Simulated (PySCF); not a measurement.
# Electron correlation in N⁺ (nitrogen, charge +1)

[He] 2s1 2p3, high-spin 5S determinant (an excited configuration). All numbers are calculated (PySCF 2.14, the spin-free X2C one-electron Hamiltonian (Gaussian nucleus), in aug-cc-pCVTZ-DK (7s6p4d2f, 59 functions)). Frozen: nothing; 6 electrons correlated.

```csv
level,correlation energy (mhartree)
CCSD,-84.86
(T),-0.29
CCSD(T),-85.15
```

Diagnostics: T1 = 0.0015, D1 = 0.0029, largest double amplitude 0.019.

Cost of the coupled-cluster step: about 7 core-seconds, for 6 correlated electrons.

Iterations:

```
CC2 = 0
CCSD nocc = (np.int64(5), np.int64(1)), nmo = (59, 59)
frozen orbitals [[], []]
max_cycle = 100
direct = 0
conv_tol = 1e-08
conv_tol_normt = 1e-06
diis_space = 8
diis_start_cycle = 0
Init t2, MP2 energy = -0.077165219343057
Init E_corr(UCCSD) = -0.0771652193441788
cycle = 1  E_corr(UCCSD) = -0.0837086691960939  dE = -0.00654344985  norm(t1,t2) = 0.0134488
cycle = 2  E_corr(UCCSD) = -0.0846451327508952  dE = -0.000936463555  norm(t1,t2) = 0.00298063
cycle = 3  E_corr(UCCSD) = -0.0848688101029536  dE = -0.000223677352  norm(t1,t2) = 0.000821498
cycle = 4  E_corr(UCCSD) = -0.0848570833986855  dE = 1.17267043e-05  norm(t1,t2) = 0.000101305
cycle = 5  E_corr(UCCSD) = -0.0848576232793345  dE = -5.39880649e-07  norm(t1,t2) = 4.55129e-06
cycle = 6  E_corr(UCCSD) = -0.0848575632736246  dE = 6.00057099e-08  norm(t1,t2) = 5.76125e-07
cycle = 7  E_corr(UCCSD) = -0.0848575654268069  dE = -2.15318229e-09  norm(t1,t2) = 3.01074e-08
UCCSD converged
E(UCCSD) = -53.85639007666511  E_corr = -0.08485756542680691
UCCSD(T) correction = -0.000292069905095117
```
